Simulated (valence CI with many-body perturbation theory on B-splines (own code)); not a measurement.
Tb34+: what each term of the Hamiltonian does

Calculated by relativistic CI+MBPT: three valence electrons over a frozen Dirac-Fock core [Ar] 3d10, radial functions for each j: 11 s, 11 p, 9 d, 7 f, 5 g, 2 h, 1 i, with the one-electron correlation potential Σ1 (screened to all orders), the two-electron term Σ2, the three-electron term Σ3, Breit, model QED; selected single and double excitations, second order for the rest (own B-spline code, finite nucleus).

The last digits are not significant, and no measured levels were compared; by estimate large intervals hold to a few tenths of a per cent, small ones and those within an open d or f shell to about a per cent.

Each rung adds one term. CI alone is the Dirac-Coulomb CI over the frozen core; QED comes last and gives the full result, which names the levels. Energies are above (4s^2 4p1/2) J=1/2 on the same rung, in eV.

Levels are named by their leading jj configuration (3d3/2^4 stands for four electrons in 3d with j = 3/2), which in mixed levels can hold well under half, so a name can repeat and another be missing. Letters in brackets count levels of one name in rising energy.

```csv
Level,CI alone,Σ1,Σ2,Σ3,Breit,QED,Full
(4s^2 4p3/2) J=3/2,49.07,+0.186,+0.078,+0.001,-0.596,+0.068,48.81
(4s 4p1/2^2) J=1/2,74.66,-0.069,+0.164,+0.007,+0.539,-0.730,74.57
(4s 4p1/2 4p3/2) J=3/2 [a],113.54,+0.106,+0.541,+0.015,-0.034,-0.660,113.51
(4s 4p1/2 4p3/2) J=5/2,120.39,+0.111,+0.335,+0.011,-0.093,-0.653,120.10
(4s 4p1/2 4p3/2) J=3/2 [b],130.54,+0.112,-0.098,+0.005,-0.090,-0.641,129.83
(4s 4p1/2 4p3/2) J=1/2,134.01,+0.110,-0.639,-0.001,-0.016,-0.668,132.80
(4s 4p3/2^2) J=5/2,165.37,+0.272,+0.504,+0.014,-0.689,-0.539,164.93
(4s^2 4d3/2) J=3/2,176.89,+0.092,-0.545,+0.005,-0.778,-0.206,175.45
(4s 4p3/2^2) J=1/2,182.80,+0.296,-0.219,-0.004,-0.603,-0.594,181.67
(4s 4p3/2^2) J=3/2,188.55,+0.232,-0.845,-0.005,-0.693,-0.465,186.77
(4s^2 4d5/2) J=5/2,191.68,+0.109,-0.744,-0.002,-1.072,-0.083,189.89
(4p1/2^2 4p3/2) J=3/2,207.01,+0.034,-0.310,+0.010,+0.464,-1.362,205.85
(4s 4p1/2 4d3/2) J=3/2 [a],236.85,-0.058,+0.423,+0.024,-0.304,-0.790,236.15
(4s 4p1/2 4d3/2) J=5/2,240.99,-0.020,+0.374,+0.023,-0.336,-0.842,240.19
(4p1/2 4p3/2^2) J=3/2,248.19,+0.163,-0.067,+0.017,-0.162,-1.196,246.94
(4p1/2 4p3/2^2) J=5/2,250.05,+0.107,+0.214,+0.020,-0.382,-1.008,249.00
(4s 4p1/2 4d3/2) J=1/2,253.65,-0.049,-0.493,+0.009,-0.328,-0.775,252.01
(4s 4p1/2 4d3/2) J=3/2 [b],254.17,-0.025,-0.372,+0.011,-0.399,-0.784,252.60
(4s 4p1/2 4d5/2) J=5/2 [a],256.69,+0.044,-0.273,+0.013,-0.489,-0.848,255.14
```

The middle columns are the shifts that each term adds.

**Question.** How does the ionisation energy move along the ladder, and which term matters most?

**Answer.** CI alone 1444.4, + Σ1 1446.1, + Σ2 1446.0, + Σ3 1445.9, + Breit 1444.4, + QED 1444.4 eV. The largest step is Σ1, 1.7 eV. NIST lists 1443 ± 5 eV (theoretical).
